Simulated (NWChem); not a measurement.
System: C2H7O cation; SMILES CC[OH2+]

Here is an NWChem input.

```
start job
memory heap 200 mb stack 900 mb global 1100 mb
charge 1
geometry units angstroms
  C      0.279997    -1.277567     0.000000
  C     -0.607271    -0.075842     0.000000
  O      0.196407     1.219042     0.000000
  H     -0.373409    -2.165072     0.000000
  H      0.907193    -1.341900    -0.901790
  H      0.907193    -1.341900     0.901790
  H     -1.230759     0.039177     0.895684
  H     -1.230759     0.039177    -0.895684
  H      0.748354     1.351677    -0.795640
  H      0.748354     1.351677     0.795640
end
basis spherical
  * library 6-31g*
end
dft
  xc hfexch
  iterations 150
end
driver
  maxiter 120
end
task dft optimize
task dft freq
```

Parts of the log:

```
             Northwest Computational Chemistry Package (NWChem) 7.3.0
             --------------------------------------------------------

 CS  symmetry detected

                             Geometry "geometry" -> ""
                             -------------------------

 Output coordinates in angstroms (scale by  1.889725989 to convert to a.u.)

  No.       Tag          Charge          X              Y              Z
 ---- ---------------- ---------- -------------- -------------- --------------
    1 C                    6.0000     0.28849023    -1.25884404     0.00000000
    2 C                    6.0000    -0.60979853    -0.06533460     0.00000000
    3 O                    8.0000     0.18192986     1.23689005     0.00000000
    4 H                    1.0000    -0.35672125    -2.15232414     0.00000000
    5 H                    1.0000     0.91625167    -1.31740284    -0.90179000
    6 H                    1.0000     0.91625167    -1.31740284     0.90179000
    7 H                    1.0000    -1.23431854     0.04394216     0.89568400
    8 H                    1.0000    -1.23431854     0.04394216    -0.89568400
    9 H                    1.0000     0.73263298     1.37459848    -0.79564000
   10 H                    1.0000     0.73263298     1.37459848     0.79564000

 Effective nuclear repulsion energy (a.u.)      88.1608626440

      Symmetry information
      --------------------

 Group name             Cs
 Group number              2
 Group order               2
 No. of unique centers     7

                                Z-matrix (autoz)
                                --------

 Units are Angstrom for bonds and degrees for angles

      Type          Name      I     J     K     L     M      Value
      ----------- --------  ----- ----- ----- ----- ----- ----------
    1 Stretch                  1     2                       1.49378
    2 Stretch                  1     4                       1.10209
    3 Stretch                  1     5                       1.10034
    4 Stretch                  1     6                       1.10034
    5 Stretch                  2     3                       1.52402
    6 Stretch                  2     7                       1.09737
    7 Stretch                  2     8                       1.09737
    8 Stretch                  3     9                       0.97738
    9 Stretch                  3    10                       0.97738
   10 Bend                     1     2     3               111.73442
   11 Bend                     1     2     7               114.94809
   12 Bend                     1     2     8               114.94809
   13 Bend                     2     1     4               107.19895
   14 Bend                     2     1     5               112.68119
   15 Bend                     2     1     6               112.68119
   16 Bend                     2     3     9               114.39980
   17 Bend                     2     3    10               114.39980
   18 Bend                     3     2     7               102.15537
   19 Bend                     3     2     8               102.15537
   20 Bend                     4     1     5               106.90948
   21 Bend                     4     1     6               106.90948
   22 Bend                     5     1     6               110.08133
   23 Bend                     7     2     8               109.41459
   24 Bend                     9     3    10               108.98709
   25 Torsion                  1     2     3     9          63.36590
   26 Torsion                  1     2     3    10         -63.36590
   27 Torsion                  3     2     1     4         180.00000
   28 Torsion                  3     2     1     5         -62.65443
   29 Torsion                  3     2     1     6          62.65443
   30 Torsion                  4     1     2     7          64.18561
   31 Torsion                  4     1     2     8         -64.18561
   32 Torsion                  5     1     2     7        -178.46881
   33 Torsion                  5     1     2     8          53.15996
   34 Torsion                  6     1     2     7         -53.15996
   35 Torsion                  6     1     2     8         178.46881
   36 Torsion                  7     2     3     9        -173.24266
   37 Torsion                  7     2     3    10          60.02554
   38 Torsion                  8     2     3     9         -60.02554
   39 Torsion                  8     2     3    10         173.24266

  xc_inp: hfexch multiplicative factor not found.

                           NWChem Geometry Optimization
                           ----------------------------

 maximum gradient threshold         (gmax) =   0.000450
 rms gradient threshold             (grms) =   0.000300
 maximum cartesian step threshold   (xmax) =   0.001800
 rms cartesian step threshold       (xrms) =   0.001200
 fixed trust radius                (trust) =   0.300000
 source of zmatrix                         =   autoz

          -------------------
          Energy Minimization
          -------------------

 Using diagonal initial Hessian
 Scaling for Hessian diagonals: bonds = 1.00  angles = 0.25  torsions = 0.10

          --------
          Step   0

                                 NWChem DFT Module
                                 -----------------

 Summary of "ao basis" -> "ao basis" (spherical)
 ------------------------------------------------------------------------------
       Tag                 Description            Shells   Functions and Types
 ---------------- ------------------------------  ------  ---------------------
 C                           6-31g*                  6       14   3s2p1d
 O                           6-31g*                  6       14   3s2p1d
 H                           6-31g*                  2        2   2s

      Symmetry analysis of basis
      --------------------------

        a'         38
        a"         18

            General Information
            -------------------
          SCF calculation type: DFT
          Wavefunction type:  closed shell.
          No. of atoms     :    10
          No. of electrons :    26
           Alpha electrons :    13
            Beta electrons :    13
          Charge           :     1
          Spin multiplicity:     1
          Use of symmetry is: on ; symmetry adaption is: on
          Maximum number of iterations: 150
          AO basis - number of functions:    56
                     number of shells:    32
          Convergence on energy requested:  1.00D-06
          Convergence on density requested:  1.00D-05
          Convergence on gradient requested:  5.00D-04

              XC Information
              --------------
                     Hartree-Fock (Exact) Exchange  1.000

      Superposition of Atomic Density Guess
      -------------------------------------

 Sum of atomic energies:        -153.56248830

 Renormalizing density from      27.00 to     26

      Non-variational initial energy
      ------------------------------

 Total energy =    -151.303505
 1-e energy   =    -367.520193
 2-e energy   =     128.055825
 HOMO         =      -0.715911
 LUMO         =      -0.260308

      Symmetry analysis of molecular orbitals - initial
      -------------------------------------------------

  Numbering of irreducible representations:

     1 a'          2 a"

  Orbital symmetries:

     1 a'          2 a'          3 a'          4 a'          5 a'
     6 a'          7 a"          8 a'          9 a'         10 a"
    11 a'         12 a'         13 a"         14 a'         15 a'
    16 a"         17 a'         18 a'         19 a"         20 a'
    21 a"         22 a'         23 a'

[...]

      ----------------------
      Optimization converged
      ----------------------

  Step       Energy      Delta E   Gmax     Grms     Xrms     Xmax
  ---- ---------------- -------- -------- -------- -------- --------
@    8    -154.38455265 -1.2D-07  0.00004  0.00001  0.00020  0.00055
                                     ok       ok       ok       ok

                                Z-matrix (autoz)
                                --------

 Units are Angstrom for bonds and degrees for angles

      Type          Name      I     J     K     L     M      Value     Gradient
      ----------- --------  ----- ----- ----- ----- ----- ---------- ----------
    1 Stretch                  1     2                       1.50411   -0.00001
    2 Stretch                  1     4                       1.08508    0.00001
    3 Stretch                  1     5                       1.08333   -0.00000
    4 Stretch                  1     6                       1.08333   -0.00000
    5 Stretch                  2     3                       1.54807    0.00004
    6 Stretch                  2     7                       1.07584    0.00001
    7 Stretch                  2     8                       1.07584    0.00001
    8 Stretch                  3     9                       0.96211    0.00000
    9 Stretch                  3    10                       0.96211    0.00000
   10 Bend                     1     2     3               110.49688    0.00000
   11 Bend                     1     2     7               115.35491    0.00000
   12 Bend                     1     2     8               115.35491    0.00000
   13 Bend                     2     1     4               107.29061   -0.00001
   14 Bend                     2     1     5               111.99472    0.00000
   15 Bend                     2     1     6               111.99472    0.00000
   16 Bend                     2     3     9               115.87386    0.00000
   17 Bend                     2     3    10               115.87386    0.00000
   18 Bend                     3     2     7               101.49103   -0.00000
   19 Bend                     3     2     8               101.49103   -0.00000
   20 Bend                     4     1     5               107.74686   -0.00000
   21 Bend                     4     1     6               107.74686   -0.00000
   22 Bend                     5     1     6               109.85171    0.00001
   23 Bend                     7     2     8               110.81490   -0.00000
   24 Bend                     9     3    10               109.98747   -0.00000
   25 Torsion                  1     2     3     9          65.55308    0.00000
   26 Torsion                  1     2     3    10         -65.55308   -0.00000
   27 Torsion                  3     2     1     4         180.00000    0.00000
   28 Torsion                  3     2     1     5         -61.96368   -0.00001
   29 Torsion                  3     2     1     6          61.96368    0.00001
   30 Torsion                  4     1     2     7          65.63845    0.00000
   31 Torsion                  4     1     2     8         -65.63845   -0.00000
   32 Torsion                  5     1     2     7        -176.32522   -0.00001
   33 Torsion                  5     1     2     8          52.39787   -0.00001
   34 Torsion                  6     1     2     7         -52.39787    0.00001
   35 Torsion                  6     1     2     8         176.32522    0.00001
   36 Torsion                  7     2     3     9        -171.59213    0.00000
   37 Torsion                  7     2     3    10          57.30171    0.00000
   38 Torsion                  8     2     3     9         -57.30171   -0.00000
   39 Torsion                  8     2     3    10         171.59213   -0.00000

                         Geometry "geometry" -> "geometry"
                         ---------------------------------

 Output coordinates in angstroms (scale by  1.889725989 to convert to a.u.)

[...]

 Rotational Constants
 --------------------
 A=   1.016614 cm-1  (  1.462647 K)
 B=   0.279544 cm-1  (  0.402192 K)
 C=   0.247717 cm-1  (  0.356402 K)

 Temperature                      =   298.15K
 frequency scaling parameter      =   1.0000

 Zero-Point correction to Energy  =   61.869 kcal/mol  (  0.098595 au)
 Thermal correction to Energy     =   64.756 kcal/mol  (  0.103195 au)
 Thermal correction to Enthalpy   =   65.348 kcal/mol  (  0.104139 au)

 Total Entropy                    =   66.020 cal/mol-K
   - Translational                =   37.454 cal/mol-K (mol. weight =  47.0497)
   - Rotational                   =   22.644 cal/mol-K (symmetry #  =        1)
   - Vibrational                  =    5.922 cal/mol-K

 Cv (constant volume heat capacity) =   14.735 cal/mol-K
   - Translational                  =    2.979 cal/mol-K
   - Rotational                     =    2.979 cal/mol-K
   - Vibrational                    =    8.776 cal/mol-K

[normal modes left out]

 ----------------------------------------------------------------------------
 Normal Eigenvalue ||           Projected Infra Red Intensities
  Mode   [cm**-1]  || [atomic units] [(debye/angs)**2] [(KM/mol)] [arbitrary]
 ------ ---------- || -------------- ----------------- ---------- -----------
    1       -0.000 ||    0.021751           0.502        21.204       4.123
    2       -0.000 ||    0.004596           0.106         4.480       0.871
    3        0.000 ||    0.005078           0.117         4.951       0.963
    4        0.000 ||    0.003454           0.080         3.367       0.655
    5        0.000 ||    0.018862           0.435        18.388       3.576
    6        0.000 ||    0.020648           0.476        20.129       3.914
    7      186.743 ||    0.063567           1.467        61.968      12.050
    8      271.933 ||    0.000323           0.007         0.315       0.061
    9      394.069 ||    0.014242           0.329        13.884       2.700
   10      679.270 ||    0.069771           1.610        68.016      13.226
   11      717.421 ||    0.433451          10.000       422.550      82.165
   12      853.245 ||    0.004856           0.112         4.734       0.920
   13      978.158 ||    0.002690           0.062         2.622       0.510
   14     1025.677 ||    0.035863           0.827        34.961       6.798
   15     1203.751 ||    0.017801           0.411        17.354       3.374
   16     1331.657 ||    0.004048           0.093         3.946       0.767
   17     1424.736 ||    0.009458           0.218         9.221       1.793
   18     1504.525 ||    0.012284           0.283        11.975       2.329
   19     1568.036 ||    0.015898           0.367        15.498       3.014
   20     1617.658 ||    0.018555           0.428        18.088       3.517
   21     1632.104 ||    0.005394           0.124         5.258       1.022
   22     1639.684 ||    0.005092           0.117         4.964       0.965
   23     1843.555 ||    0.149835           3.457       146.067      28.403
   24     3220.558 ||    0.002405           0.055         2.344       0.456
   25     3296.535 ||    0.002157           0.050         2.102       0.409
   26     3307.112 ||    0.005661           0.131         5.519       1.073
   27     3337.168 ||    0.000512           0.012         0.499       0.097
   28     3418.018 ||    0.000104           0.002         0.101       0.020
   29     3878.231 ||    0.258113           5.955       251.621      48.928
   30     3969.166 ||    0.376149           8.678       366.689      71.303
 ----------------------------------------------------------------------------
```

Level: Hartree-Fock/6-31G* (spherical d).
